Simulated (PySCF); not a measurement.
Give a PBE0-D3(BJ)/def2-SVP geometry of [ReO4]3-, `[O]=[Re-3](=[O])(=[O])=[O]` [triplet]. (Charge -3 and triplet state.)

Z-matrix in Å and degrees, rows numbered from 1:
```
Re
O   1  1.8284
O   1  1.8006  2   96.95
O   1  1.8090  2  102.97  3  -128.68
O   1  1.8161  2  101.28  3   124.16
```

Re1 (rhenium bonded to 4 O) has angles from 97.0° to 125.3°. The 4 O–Re bonds span 1.801 Å (Re1–O3) to 1.828 Å (Re1–O2), a spread of 0.027 Å.

Method used: PBE0-D3(BJ)/def2-SVP geometry optimisation, gas phase, def2 core potentials past Kr (PySCF).

PBE0-D3(BJ)/def2-SVP frequencies: not computed here. ⟨S²⟩ = 2.005 (exact for a triplet: 2.00). Whether so highly charged an anion holds all its electrons in the gas phase wasn't checked; a finite basis holds them in any case. No counter-ion or solvent screens the charge of this multiply charged ion. The geometry's basis has no diffuse functions, a weakness for an anion.

For an open-shell metal species like this, the optimisation's SCF solution wasn't tested for stability and no frequencies at its level were run, so a lower state or another shape may exist.
